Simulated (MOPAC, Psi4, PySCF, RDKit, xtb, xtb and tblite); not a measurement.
Two geometries of C5H9BOSi, SMILES BC[SiH2]c1ccco1, relaxed at GFN2-xTB with one dihedral held; other torsions can differ between them too.

Structure A

```
17

B     -3.3216    -0.2965     0.6556
C     -2.0487     0.5278     0.3461
Si    -0.8478    -0.5744    -0.6694
C     -1.6573    -1.1099    -2.2719
C     -1.4730    -0.7735    -3.5869
C     -2.4191    -1.5082    -4.3349
C     -3.1146    -2.2439    -3.4244
O     -2.6648    -2.0133    -2.1851
H     -3.3599    -0.9891     1.5990
H     -4.2452    -0.2552    -0.0629
H     -2.2338     1.4199    -0.2519
H     -1.4947     0.8289     1.2342
H     -0.4476    -1.7660     0.0882
H      0.3354     0.2235    -1.0217
H     -0.7459    -0.0842    -3.9653
H     -2.5627    -1.4925    -5.3961
H     -3.9213    -2.9422    -3.5348
```

Structure B

```
17

B     -3.3870     0.1862     0.1488
C     -1.8995     0.6016     0.1987
Si    -0.8526    -0.9268    -0.3093
C     -0.6147    -0.8903    -2.1675
C     -1.1670    -0.1527    -3.1822
C     -0.5853    -0.6086    -4.3851
C      0.2814    -1.5945    -4.0228
O      0.2705    -1.7724    -2.6957
H     -3.8932    -0.2933     1.0895
H     -4.0124     0.3152    -0.8329
H     -1.6322     1.4102    -0.4789
H     -1.5640     0.8761     1.1968
H     -1.4619    -2.2046     0.0850
H      0.4679    -0.8257     0.3328
H     -1.9018     0.6191    -3.0749
H     -0.7816    -0.2552    -5.3769
H      0.9376    -2.2173    -4.5990
```

Question: Which is lower in energy at the level Psi4 with B3LYP-D3(BJ)/def2-SVP // GFN2-xTB, and by how much?

Answer: A is lower, by 1.03 kcal/mol (dihedral B1–C2–Si3–C4: 60° in A, 90° in B).

E(B) − E(A) in kcal/mol at the other levels, on the same two geometries: GFN2-xTB (xtb and tblite) 0.35; B3LYP/def2-SVP // GFN2-xTB (Psi4) 1.07; PBE/def2-SVP // GFN2-xTB (Psi4) 0.96; PBE-D3(BJ)/def2-SVP // GFN2-xTB (Psi4) 0.94; UFF // GFN2-xTB (RDKit) 0.91; PM7, restricted, heats of formation // GFN2-xTB (MOPAC) 0.74; PM3, restricted, heats of formation // GFN2-xTB (MOPAC) -1.39; GFN1-xTB // GFN2-xTB (xtb) 0.68; restricted B3LYP/6-31G*, spherical d, density fitting // GFN2-xTB (PySCF) 0.80; restricted Hartree-Fock/6-31G*, spherical d, density fitting // GFN2-xTB (PySCF) 0.87; restricted B3LYP/6-311+G**, spherical d, density fitting // GFN2-xTB (PySCF) 0.69; restricted Hartree-Fock/LANL2DZ, with its core potentials past Ne // GFN2-xTB (PySCF) 0.91.
